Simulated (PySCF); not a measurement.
## Electric field gradients and quadrupole coupling constants

Compound: 1,2-BN cyclohexene, C₄H₁₀BN.
Geometry (PBE0-D3(BJ)/def2-SVP, Å), atoms numbered from 1 in this order:
```
atom  x, y, z in Å
B1     0.6752    0.7850    1.0705
C2     1.5859    0.1916   -0.0471
C3     0.6067   -0.9848   -0.4016
C4    -0.8210   -0.5430   -0.7503
C5    -1.4444    0.3515    0.3349
N6    -0.5291    1.4607    0.6388
H7     0.7082    0.3439    2.2024
H8     2.5634   -0.2193    0.2432
H9     1.7101    0.8337   -0.9350
H10    0.5643   -1.6844    0.4524
H11    1.0311   -1.5639   -1.2382
H12   -0.8028    0.0246   -1.6987
H13   -1.4519   -1.4293   -0.9336
H14   -1.6054   -0.2343    1.2567
H15   -2.4327    0.7295    0.0222
H16   -0.3727    1.9565   -0.2394
```

Field gradients from the PBE0/pcSseg-1 density (PySCF, non-relativistic), principal values in atomic units, ordered |Vxx| ≤ |Vyy| ≤ |Vzz|:

| atom | Vxx | Vyy | Vzz |
| --- | --- | --- | --- |
| B1 | -0.2527 | -0.2935 | 0.5462 |
| N6 | 0.2348 | 0.7462 | -0.9810 |

Q: Find the asymmetry η = (Vxx − Vyy)/Vzz and the couplings χ = eQV/h (234.96 MHz × Q in barn × V in au), with Q(11B) = 0.04059 b, Q(14N) = 0.02044 b.

A: 
| atom | environment | nucleus | η | χzz (MHz) | χxx (MHz) | χyy (MHz) |
| --- | --- | --- | --- | --- | --- | --- |
| B1 | three-coordinate boron | 11B | 0.07 | 5.21 | -2.41 | -2.80 |
| N6 | boron-bound nitrogen | 14N | 0.52 | -4.712 | 1.128 | 3.584 |

Q: What is Vzz at B1 in SI units (1 au = 9.71736 × 10²¹ V/m²)?

A: 0.5462 au = 5.308 × 10²¹ V/m².

Q: And the gradient at the other heavy atoms, for which no coupling is worked out here?

A: 
| atom | environment | Vzz (au) | η |
| --- | --- | --- | --- |
| C2 | sp3 carbon bound to boron | -0.207 | 0.88 |
| C3 | ring CH2 carbon | 0.100 | 0.57 |
| C4 | ring CH2 carbon | -0.032 | 0.87 |
| C5 | sp3 carbon bound to nitrogen | 0.246 | 0.32 |

Were the hydrogens deuterons (Q(2H) = 0.00286 b), χzz would run from 132 kHz (H7) to 256 kHz (H16).

One conformer (not necessarily the lowest) at the PBE0-D3(BJ)/def2-SVP geometry, without solvent, vibrations or thermal averaging. With so small a basis the couplings can be 20 % off.

These values come from a run that also computed NMR shieldings. Time: 16 s. Hardware: an Arm Neoverse V1 with one thread, shared host.
